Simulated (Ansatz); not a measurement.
`C=[CH][Ga]([Cl])[Cl]` + `N=C=O` → `O=C=[N][Ga]([Cl])[Cl]` + `C=C` at 700 K and 1 bar (ligand exchange at a Ga–C bond).

Calculated with Ansatz (gas phase, PBE0-D4/def2-TZVP geometries, no zero-point term in ΔE). CCSD(T)/CBS adds triple-zeta CCSD(T) − MP2 to the extrapolated MP2 energy (def2 sets, frozen cores). This one scheme is used for every species. For Ga outer-core shells are correlated without core-valence functions, which leaves a few kJ/mol of doubt a bond. Scalar relativity is left out up to krypton. Each species was taken in one conformer, which may not be the lowest.

```csv
species,CCSD(T)/CBS energy (Eh),H − E (kJ/mol),S (J/(mol·K))
`C=[CH][Ga]([Cl])[Cl]`,-2921.50169,187.4,468.9
`N=C=O`,-168.51995,89.3,283.6
`O=C=[N][Ga]([Cl])[Cl]`,-3011.56329,108.7,477.7
`C=C`,-78.48111,168.9,268.4
```

H − E and S are ideal-gas, rigid-rotor, harmonic terms from PBE0-D4/def2-TZVP, for one conformer and one mirror image of each species. 1 Eh = 2625.50 kJ/mol, R = 8.31446 J/(mol·K).

Q: By hand: ΔE, ΔH, ΔS and ΔG.

A: ΔE = (-3011.56329) + (-78.48111) − (-2921.50169) − (-168.51995) = -0.02276 Eh = -59.8 kJ/mol. Δ(H − E) = 108.7 + 168.9 − 187.4 − 89.3 = 0.9, so ΔH = -58.9 kJ/mol. ΔS = 477.7 + 268.4 − 468.9 − 283.6 = -6.4 J/(mol·K). ΔG = -58.9 − 700 × (-6.4)/1000 = -54.4 kJ/mol.

Q: By hand: the equilibrium constant, and the temperature at which ΔG would vanish if ΔH and ΔS stayed fixed.

A: log₁₀ K = −ΔG/(RT ln 10) = 4.1. ΔG = 0 at ΔH/ΔS = 9203 K, far beyond where these terms or the molecules hold.

The number of gas molecules stays the same, so ΔS is small and ΔH decides. A doubt of 5 kJ/mol in ΔE shifts log₁₀ K by 0.4 here. Other conformers and mirror images would add mixing entropy, several J/(mol·K) or more a flexible species. Modes under 60 cm⁻¹, often nearly free rotors, make the harmonic entropy too high. These are equilibria of isolated gas molecules and say nothing of rates. Largest T1 diagnostic: 0.018 (customary marks: 0.02 for closed shells, 0.045 for open ones).
